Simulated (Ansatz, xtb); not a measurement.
# C4H6N2O: 4 structures ranked

4 gas-phase structures of C4H6N2O, from a drawn sample of its isomers (lower ones may exist). Each was relaxed with GFN2-xTB:

A. `COc1ccn[nH]1`, a singlet
B. `COn1cccn1`, a singlet
C. `COc1cn[nH]c1`, a singlet
D. `COc1cc[nH]n1`, a singlet

Question: Which do you expect lowest at r2SCAN-D4/def2-SVP//GFN2-xTB, and how would the others follow?

Answer: Calculated order at r2SCAN-D4/def2-SVP//GFN2-xTB: D (0.0), A (2.8), C (7.3), B (38.4) kcal/mol.

Energies above the lowest of each column, in kcal/mol; the last columns are at r2SCAN-D4/def2-SVP geometries and were run for some of them only (a dash: not run or not comparable):

| structure | GFN2-xTB | HF/STO-3G | r2SCAN-D4/def2-SVP//GFN2-xTB | r2SCAN-D4/def2-SVP | CCSD(T)/def2-SVP + ΔMP2/def2-TZVPP |
| --- | --- | --- | --- | --- | --- |
| D | 0.0 | 0.0 | 0.0 | 0.0 | 0.0 |
| A | 2.0 | 0.0 | 2.8 | 2.6 | 2.6 |
| C | 5.2 | 5.8 | 7.3 | 7.1 | 7.1 |
| B | 28.5 | 26.0 | 38.4 | – | – |

Every level run on D puts it lowest or level with the lowest. Flexible structures stand in one conformer each, not always the lowest. Frequencies (GFN2-xTB) were run for A, C, D alone. ΔMP2 is the change of the MP2 energy from the smaller to the larger basis.

Over these structures GFN2-xTB departs from r2SCAN-D4/def2-SVP//GFN2-xTB by 3.4 kcal/mol on average once a common shift is removed. A GFN2-xTB relaxation took about 0.1 s and the r2SCAN-D4/def2-SVP//GFN2-xTB energy about 2.2 s on a shared host (Ansatz 0.2.0, xtb 6.7.1).
